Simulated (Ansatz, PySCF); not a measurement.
Si(H)(OH)(SeH)2 (H4OSe2Si), SMILES O[SiH]([SeH])[SeH].

Geometry: r2SCAN-D4/def2-SVP. This is a generated structure with no PubChem entry under its InChIKey; it may be hypothetical. One conformer was computed; it need not be the lowest.

Vertical ionisation energy (IE) and electron affinity (EA) in eV. Rows of orbital energies are one-electron estimates. Where ΔSCF, EOM or ADC give a negative EA the extra electron is unbound and the value depends on the basis.

| level | IE | EA |
|---|---|---|
| −ε(HOMO), −ε(LUMO), ωB97X/def2-TZVP (PySCF) | ___ | ___ |
| −ε(HOMO), −ε(LUMO), PBE/def2-TZVP (PySCF) | 6.14 | 1.35 |
| ΔSCF, PBE/def2-SVPD (Ansatz), final states of multiplicity 2 and 2 | 8.89 | -0.54 |

### Question
What belongs in the gaps? (An estimate is asked for; the answer gives what the named calculation found.)

### Answer

- −ε(HOMO), −ε(LUMO), ωB97X/def2-TZVP (PySCF), IE: 9.56
- −ε(HOMO), −ε(LUMO), ωB97X/def2-TZVP (PySCF), EA: -1.54

### Question
What vertical singlet–triplet gap does ΔSCF give with PBE/def2-SVPD (Ansatz, an electronic-structure program)? (Estimate from the structure and the level; the computed values follow.)

### Answer
4.65 eV (triplet above singlet where positive).
